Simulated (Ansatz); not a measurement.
Basis-set extrapolation for ClFH4Si3, SMILES `F[Si@H]1[SiH2][Si@@H]1Cl` (PBE0-D4/def2-TZVP geometry, frozen core, the Gaussian-basis code of Ansatz). Multiplicity 1, RHF reference.

```
                       def2-TZVPP    def2-QZVPP
                 HF  -1428.214285  -1428.258096
    MP2 correlation     -0.789768     -0.861799
CCSD(T) correlation     -0.882590       not run
```

Energies in hartree. Use E(X) = E(∞) + A·exp(−7.88·√X) for Hartree–Fock and E(X) = E(∞) + B·X^(−2.97) for correlation, with X = 3 and 4, and add CCSD(T) minus MP2 of the smaller set to the MP2 limit.

Q: What is the CCSD(T) energy at the basis-set limit?

A: HF limit: -1428.258096 + (-0.043811) × 0.13774 = -1428.26413. MP2 limit: -0.861799 + (-0.072031) × 0.74074 = -0.91516. Higher-order term: -0.882590 − (-0.789768) = -0.09282. Total: -1429.27211 hartree, 460.1 kJ/mol below CCSD(T)/def2-TZVPP.
